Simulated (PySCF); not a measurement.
Spin-rotation constants: `OCC[C@@H](F)Br`, C3H6BrFO

Cartesian coordinates in Å; atom numbers follow the order of the lines, from 1:
```xyz
12

O    -1.994    0.099    0.920
C    -0.984    0.345   -0.029
C     0.189   -0.574    0.310
C     1.469   -0.227   -0.421
F     2.355   -1.244   -0.336
Br    1.175    0.138   -2.333
H    -2.776    0.612    0.693
H    -0.659    1.397    0.017
H    -1.344    0.137   -1.044
H     0.377   -0.516    1.384
H    -0.089   -1.604    0.074
H     1.957    0.673   -0.030
```

Method: GIAO CAM-B3LYP/pcSseg-1 magnetisability, rotational g tensor and spin-rotation constants, non-relativistic, gas phase (PySCF 2.14.0). Geometry: GFN2-xTB, dihedral held. The dihedral C2–C3–C4–Br6 is held at 315°.

The calculation is non-relativistic, which matters for the atoms heavier than Zn.

Give the nuclear spin-rotation constants along the inertial axes (H = +C I·J) beside the isotropic shieldings.

Rotational constants 3.3440, 1.2576, 0.9428 GHz. A star marks the isotopologue with that one atom substituted, in its own axes.
| atom | isotope | Caa (kHz) | Cbb (kHz) | Ccc (kHz) | mean (kHz) | σ (ppm) |
| --- | --- | --- | --- | --- | --- | --- |
| F5 | 19F | 2.531 | 0.849 | 1.088 | 1.489 | 321.2 |
| Br6 | 79Br | 5.570 | 1.286 | 2.321 | 3.059 | 1999.5 |
| H7 | 1H | -0.326 | -0.036 | -0.118 | -0.160 | 31.1 |
| H8 | 1H | -0.369 | -0.104 | 0.035 | -0.146 | 28.0 |
| H9 | 1H | -0.284 | -0.017 | -0.044 | -0.115 | 27.4 |
| H10 | 1H | -0.196 | -0.037 | -0.091 | -0.108 | 29.3 |
| H11 | 1H | -0.363 | -0.138 | 0.038 | -0.155 | 29.1 |
| H12 | 1H | -0.307 | -0.127 | 0.076 | -0.119 | 25.0 |
| O1 | 17O* | -0.309 | -0.039 | -0.085 | -0.144 | 309.3 |
| C2 | 13C* | 0.521 | 0.313 | 0.229 | 0.354 | 118.8 |
| C3 | 13C* | 0.532 | 0.234 | 0.198 | 0.321 | 140.2 |
| C4 | 13C* | 0.943 | 0.311 | 0.309 | 0.521 | 71.9 |

For the geometry as given, no vibrational averaging.
